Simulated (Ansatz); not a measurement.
Input file for Ansatz (a quantum-chemistry and plane-wave program): R-CCSD(T)/def2-TZVPP on FHSTe (SMILES F[Te]S), a point of a torsion scan. Elements past Kr take the def2 small-core potentials; no spin–orbit coupling. The run froze 15 orbitals, filled d shells among them.

Ansatz 0.2 input:
```yaml
crystal:
  periodic: [false, false, false]
  atoms:
    - {symbol: F, position_ang: [1.64840188, -0.78347547, 0.31680292]}
    - {symbol: Te, position_ang: [0.96947346, 1.01573239, -0.22796757]}
    - {symbol: S, position_ang: [-1.30005908, 0.45038326, 0.27921842]}
    - {symbol: H, position_ang: [-0.96644692, -0.39085951, 1.24833627]}
basis:
  gaussian:
    orbitals: def2-TZVPP
magnetization: {spin_polarized: false}
correlation: {method: ccsd_t, electrons: outside_noble_gas}
scf: {lower_state_search: off}
```

The log:

```
WARN ansatz: RAYON_NUM_THREADS=1 ignored (pool sized by the plan → 1); use --threads N
Functional definition: HF
these checks for a lower state are left out or cut short: stability, starts, cluster_reference, orbital_swaps, neighbouring_geometries, increment
integrals: 0.27 GiB planned
1003 factors; integrals over basis functions are off by at most 7.4e-4 eV
mean field: 0.40 GiB planned
mean field evaluation 1: about -20803.6418 eV, gradient 3.1e1 eV
mean field evaluation 2: about -20803.8357 eV, gradient 3.1e1 eV
mean field evaluation 4: about -20805.8791 eV, gradient 2.5e0 eV
mean field evaluation 8: about -20805.9267 eV, gradient 3.4e-1 eV
mean field evaluation 16: about -20805.9277 eV, gradient 1.6e-6 eV
mean field -20805.92766462 eV, -764.6037389105 hartree, gradient 1.6e-6 eV, S^2 0.000000; 0 other end points of the search recorded, 0 dependent functions left out
15 core orbitals not correlated
reference -20805.92766462 eV, -764.6037389105 hartree; 10, 10 occupied and 112, 112 virtual orbitals, 1003 factors
second order -15.30019606 eV of doubles, -0.00000000 eV of singles
coupled cluster: 0.66 GiB planned
cycle   1  -15.52945637 eV  change   -2.3e-1 eV  update   1.1e-1
cycle   2  -15.92566415 eV  change   -4.0e-1 eV  update   4.0e-2
cycle   3  -16.05659802 eV  change   -1.3e-1 eV  update   2.1e-2
cycle   4  -16.04862018 eV  change    8.0e-3 eV  update   5.9e-3
cycle   5  -16.04480593 eV  change    3.8e-3 eV  update   3.0e-3
cycle   6  -16.04589765 eV  change   -1.1e-3 eV  update   1.5e-3
cycle   7  -16.04574883 eV  change    1.5e-4 eV  update   8.9e-4
cycle   8  -16.04536393 eV  change    3.8e-4 eV  update   5.0e-4
cycle   9  -16.04561920 eV  change   -2.6e-4 eV  update   3.0e-4
cycle  10  -16.04561490 eV  change    4.3e-6 eV  update   1.2e-4
cycle  11  -16.04556215 eV  change    5.3e-5 eV  update   5.9e-5
cycle  12  -16.04560810 eV  change   -4.6e-5 eV  update   3.1e-5
cycle  13  -16.04560216 eV  change    5.9e-6 eV  update   1.4e-5
perturbative correction -0.66072311 eV, -0.0242811266 hartree
Total energy: -20822.63398989 eV, -765.2176850402 hartree
Checks for a lower state left out: stability, starts, cluster_reference, orbital_swaps, neighbouring_geometries, increment
```

The calculation finished and met its thresholds.

Cost: very roughly 24 core-seconds.
